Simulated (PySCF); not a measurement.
IrH₃, triplet: structure and spectrum

Level of theory: PySCF, UPBE0, basis Ir def2-TZVP with ECP60, H def2-TZVP (scalar-relativistic core potentials, no spin–orbit coupling, density fitting).

The structure is a minimum.

```xyz
4
charge 0 multiplicity 3, angstrom
Ir   -0.0049    0.0000   -0.0072
H     1.4642    0.0000    0.4236
H    -0.2530    1.5385    0.4717
H    -0.2530   -1.5385    0.4717
```

```
Point group                                                                   : Cs
Bond lengths                                                                  : Ir–H 1.531 Å, Ir–H 1.630 Å (×2)
Bond angles                                                                   : H–Ir–H 93.6° (×2), H–Ir–H 141.4°
Dipole moment                                                                 : 1.13 D
Principal polarisabilities                                                    : 31.0, 35.8, 50.4 bohr³
Rotational constants                                                          : 5.746, 3.167, 2.357 cm⁻¹
Heat capacity Cp at 298.15 K                                                  : 49.0 J/(mol K)
Rotational symmetry number                                                    : 1
Zero-point energy                                                             : 47.8 kJ/mol
Spin squared ⟨S²⟩                                                             : 2.004
Entropy at 298.15 K and 1 bar (electronic part: spin only)                    : 264.2 J/(mol K)
Enthalpy at 298.15 K above 0 K                                                : 12.18 kJ/mol
Highest occupied level (α)                                                    : -6.41 eV
Lowest empty level (β)                                                        : -3.88 eV
Principal quadrupole moments (Buckingham, traceless) about the centre of mass : -4.95, 2.15, 2.80 D Å
Atomisation energy without zero-point energy                                  : 833 kJ/mol
```

Harmonic modes (masses in u: Ir 192.963, H 1.008):
```
symmetry  ω (cm⁻¹)  IR (km/mol)     type
      a'       224         33.2     bend
     a''       432         18.7     bend
      a'       878          9.2     bend
     a''      1893          170  stretch
      a'      2124         29.2  stretch
      a'      2445          5.2  stretch
```

Charges (e):
| atom | Mulliken | Löwdin | polar tensor | spin (Mulliken) | Mayer order to Ir1 |
| --- | --- | --- | --- | --- | --- |
| Ir1 | 0.14 | 0.17 | 0.41 | 1.65 | – |
| H2 | 0.05 | 0.01 | -0.05 | -0.04 | 1.00 |
| H3,4 | -0.10 | -0.09 | -0.18 | 0.19 | 0.91 |

Mulliken populations on Ir1 (electrons outside its core potential): s 2.86, p 6.30, d 7.69, f 0.01.

Formally Ir is in oxidation state +3, d6, with 2 unpaired electrons (the high-spin count would be 4). The Mulliken spin on Ir is 1.65. The polar-tensor charge on Ir, 0.41, is far below the formal one.

Other isomers or separated fragments may lie lower. With open d or f shells other occupations or spin states may lie lower. At this level a singlet minimum of C3v symmetry lies 149 kJ/mol below this structure. Spin–orbit coupling, left out here, can matter for elements this heavy.

The final relaxation and frequency run took roughly 70 core-seconds on a shared host.
